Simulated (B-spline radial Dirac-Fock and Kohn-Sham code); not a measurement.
The computed values come from a B-spline atomic structure program: Dirac-Fock orbitals of the configuration average with a finite nucleus.

**Question.** This computed X-ray form factor belongs to an atom or ion in its tabulated ground configuration. Which?

| sin θ/λ (Å⁻¹) | f₀ |
| --- | --- |
| 0.09 | 29.064 |
| 0.13 | 28.145 |
| 0.48 | 17.537 |
| 0.73 | 11.873 |
| 0.91 | 9.290 |
| 2.13 | 4.303 |
| 3.27 | 2.226 |
| 5.02 | 1.246 |
| 7.7 | 0.816 |

**Answer.** As³⁺, with 30 electrons in [Ar] 3d10 4s2. f₀ tends to the number of electrons as s goes to zero, which the first rows give only roughly, and the rate of fall reflects the nuclear charge, 33.

**Question.** This computed X-ray form factor belongs to an atom or ion in its tabulated ground configuration. Which?

```
sin θ/λ (Å⁻¹)      f₀
         0.05  28.917
          0.5  22.561
          0.7  18.547
            1  13.322
          1.2  10.704
          1.6   7.477
          2.5   4.937
            3   4.095
            5   1.835
```

**Answer.** Tc¹⁴⁺, with 29 electrons in [Ar] 3d10 4s1. f₀ tends to the number of electrons as s goes to zero, which the first rows give only roughly, and the rate of fall reflects the nuclear charge, 43.
